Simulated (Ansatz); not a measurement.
Ansatz (a first-principles code) input (CCSD(T)/cc-pwCVTZ):
A basis named .json is the Basis Set Exchange file of that set.

Ansatz 0.2 input:
```yaml
crystal:
  periodic: [false, false, false]
  atoms:
    - {symbol: Si, position_ang: [0.09540685, 0.58371854, 0.04556185]}
    - {symbol: C, position_ang: [-1.61214106, -0.21205355, 0.02256544]}
    - {symbol: C, position_ang: [1.45347759, -0.69381772, -0.22470999]}
    - {symbol: H, position_ang: [0.31091056, 1.28964858, 1.34193168]}
    - {symbol: H, position_ang: [-1.80586689, -0.69775790, -0.93551907]}
    - {symbol: H, position_ang: [-1.68916121, -0.97189252, 0.80691920]}
    - {symbol: H, position_ang: [-2.39588095, 0.52759029, 0.19228596]}
    - {symbol: H, position_ang: [1.41694911, -1.46001998, 0.55637768]}
    - {symbol: H, position_ang: [1.33755825, -1.19174941, -1.18907044]}
    - {symbol: H, position_ang: [2.44177614, -0.23265099, -0.19792361]}
basis:
  gaussian:
    orbitals: cc-pwCVTZ.json
magnetization: {spin_polarized: true, initial_magnetization: 1}
correlation: {method: ccsd_t, electrons: outside_noble_gas}
```

Output:

```
Functional definition: HF
integrals: 2.40 GiB planned
1366 factors; integrals over basis functions are off by at most 8.8e-4 eV
1.48 GiB of device memory are held for the factors and their scratch space
mean field: 1.03 GiB planned
mean field evaluation 1: about -10031.5070 eV, gradient 2.3e1 eV
mean field evaluation 2: about -10031.5064 eV, gradient 2.3e1 eV
mean field evaluation 4: about -10034.5359 eV, gradient 2.4e0 eV
mean field evaluation 8: about -10034.6079 eV, gradient 6.5e-4 eV
mean field evaluation 16: about -10034.6094 eV, gradient 1.7e-1 eV
mean field -10034.60790999 eV, -368.7650389905 hartree, gradient 2.9e-6 eV, S^2 0.753582; 0 other end points of the search recorded, 0 dependent functions left out
7 core orbitals not correlated
reference -10034.60790999 eV, -368.7650389905 hartree; 10, 9 occupied and 226, 227 virtual orbitals, 1366 factors
second order -12.85536071 eV of doubles, -0.00000000 eV of singles
coupled cluster: 19.46 GiB planned
cycle   1  -13.63291368 eV  change   -7.8e-1 eV  update   7.4e-2
cycle   2  -13.99851738 eV  change   -3.7e-1 eV  update   2.4e-2
cycle   3  -14.04326010 eV  change   -4.5e-2 eV  update   8.9e-3
cycle   4  -14.04084401 eV  change    2.4e-3 eV  update   3.0e-3
cycle   5  -14.04039110 eV  change    4.5e-4 eV  update   9.9e-4
cycle   6  -14.04021796 eV  change    1.7e-4 eV  update   3.8e-4
cycle   7  -14.04029598 eV  change   -7.8e-5 eV  update   1.3e-4
cycle   8  -14.04032647 eV  change   -3.0e-5 eV  update   4.7e-5
cycle   9  -14.04032251 eV  change    4.0e-6 eV  update   1.7e-5
perturbative correction -0.52377214 eV, -0.0192482710 hartree
Total energy: -10049.17200463 eV, -369.3002595967 hartree
```

It need not be the lowest isomer of its formula.
